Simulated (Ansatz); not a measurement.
Cost and result up the ladder for the cluster Li5H6 (11 atoms). Total charge 0; doublet. Geometry: r2SCAN-D4/def2-TZVP.

Cartesian coordinates in Å:
```
Li -1.567 -1.677 -1.868
Li 1.264 -0.522 -1.432
Li -0.820 -0.927 0.572
Li -0.701 1.246 -1.372
Li 0.915 0.994 0.726
H -0.865 0.955 0.390
H -0.418 -0.389 -2.203
H 1.729 1.832 2.405
H 1.049 -0.769 0.331
H -1.868 -2.062 -0.271
H 1.281 1.318 2.722
```

Ansatz on 4 threads of Arm Neoverse V2 on a shared host. Times are rough, and most runs start from the orbitals of an earlier one. r2SCAN0-D4/def2-TZVP serves as the yardstick here, not as an exact answer. Binding counts from free atoms at the same level (Li doublet, H doublet; other spins of the atoms weren't run), without zero-point energy or a counterpoise term.

Correlated methods freeze no core orbitals; core or outer-core shells of Li are correlated, in sets that lack core-valence functions. In the doublet, H8 and H11 lie 0.75 Å apart (atoms count from 1), so H2 has formed as a molecule. Another isomer (doublet) lies 0.23 eV lower at PBE0-D4/def2-TZVP; other spin states weren't run for this one.

Correlated methods converge slowly with the basis.

| level | functions | wall time |
| --- | --- | --- |
| PBE0-D4/def2-TZVP | 106 | 1.2 s |
| PBE-D4/def2-TZVP (with forces) | 106 | 1.2 s |
| r2SCAN-D4/def2-TZVP | 106 | 2.1 s |
| r2SCAN0-D4/def2-TZVP | 106 | 2.2 s |
| CCSD(T)/def2-TZVPP | 179 | 4.5 min |

Problem. Estimate what each level gives for the binding energy per atom (eV).

Solution. 
```
                         level  binding energy per atom (eV)  difference from r2SCAN0-D4/def2-TZVP (eV)
             PBE0-D4/def2-TZVP                          1.86                                      -0.04
PBE-D4/def2-TZVP (with forces)                          1.87                                      -0.03
           r2SCAN-D4/def2-TZVP                          1.90                                       0.00
          r2SCAN0-D4/def2-TZVP                          1.90                                       0.00
            CCSD(T)/def2-TZVPP                          1.92                                       0.01
```
